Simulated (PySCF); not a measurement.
**Dipole moment and polarisability of n-GeGeGeGeGeSiH14**

Compound: n-GeGeGeGeGeSiH14.
Structure used (PBE0-D3(BJ)/def2-SVP), in Å, numbered top down from 1:
```
atom  x, y, z in Å
Ge1    2.2451   -0.0574   -1.4460
Ge2    1.7671   -1.3156    0.5694
Ge3    1.0161    0.2361    2.2737
Ge4   -0.7884    1.5816    1.3663
Ge5   -2.4588    0.1697    0.3035
Si6   -1.8826   -0.4752   -1.9169
H7     1.1052    0.9446   -1.7137
H8     2.3920   -0.9730   -2.6748
H9     3.5485    0.7420   -1.2571
H10    0.6431   -2.3361    0.2989
H11    3.0217   -2.0886    1.0228
H12    0.5086   -0.5226    3.5171
H13    2.1874    1.1443    2.7025
H14   -1.4550    2.3976    2.4939
H15   -0.2216    2.5743    0.3311
H16   -2.6683   -1.0921    1.1673
H17   -3.8015    0.9299    0.2558
H18   -0.6918   -1.3780   -1.9168
H19   -1.5748    0.7360   -2.7361
H20   -3.0299   -1.2034   -2.5414
```

Level: wB97X-D/def2-SVPD (PySCF), static field, nuclei fixed, core orbitals frozen in the response. The polarisability tensor in these axes (au):

```
x   208.27  -7.83   3.30
y    -7.83 177.41  12.31
z     3.30  12.31 211.98
```

Task: Give the principal values, the mean and the anisotropy Δα = √{½[(α1 − α2)² + (α2 − α3)² + (α1 − α3)²]}.

Result: Principal values 171.53, 210.12 and 216.01 au; mean 199.22 au = 29.52 Å³ = 32.85 × 10⁻⁴⁰ C²·m²/J; Δα = 41.86 au (21 % of the mean).

Task: What is the dipole moment?

Result: 0.12 D at this geometry.

Task: Estimate the molar refractivity from the static electronic polarisability.

Result: Lorentz–Lorenz: R = (4π/3)N_A α = 2.5225 cm³/(mol·Å³) × 29.52 Å³ = 74.5 cm³/mol, in the limit of long wavelengths.

Task: Orientational against electronic polarisability at 350 K (dilute gas, rigid molecules)?

Result: In Gaussian units μ²/3kT = 0.10 Å³ against 29.52 Å³, a ratio of 0.00; the Debye molar polarisation (4π/3)N_A(α + μ²/3kT) is 74.7 cm³/mol, leaving out the vibrational part.

Task: Along which axes do the principal values lie, and how far do the nuclei extend along each?

Result: Largest value along (0.12, 0.28, 0.95), where the nuclei span 6.40 Å; middle along (0.97, -0.25, -0.05), 7.31 Å; least along (0.22, 0.93, -0.30), 4.35 Å. The strongest response doesn't lie along the longest of the three spans.

Task: Find the Langevin capture rate constant for NO+ (29.998 u) meeting this molecule (411.692 u), k = 2.342 × 10⁻⁹ cm³/s × √(α in Å³ / reduced mass in u).

Result: The reduced mass is 27.96 u, so k = 2.41 × 10⁻⁹ cm³/s.

Task: Form Σ f/ω² (atomic units) for the 15 lowest TDDFT singlets, given as eV and f, and set it beside the mean polarisability, which is this sum over all singlets: 6.48, 0.1562; 6.55, 0.2655; 6.64, 0.1177; 6.72, 0.0112; 6.79, 0.0803; 6.82, 0.0165; 6.85, 0.0080; 6.91, 0.0950; 7.09, 0.2558; 7.13, 0.0389; 7.14, 0.0937; 7.21, 0.0253; 7.28, 0.0031; 7.32, 0.0274; 7.37, 0.0637.

Result: They add up to 19.99 au, 10.0 % of the 199.22 au; the largest single term is 4.58 au, from the state at 6.55 eV. Terms in order: 2.75, 4.58, 1.98, 0.18, 1.29, 0.26, 0.13, 1.47, 3.77, 0.57, 1.36, 0.36, 0.04, 0.38, 0.87 au. Higher excitations give the rest. The strengths listed sum to 1.258.

Isolated species at its PBE0-D3(BJ)/def2-SVP geometry (one conformer only). The calculation is non-relativistic, for germanium too.
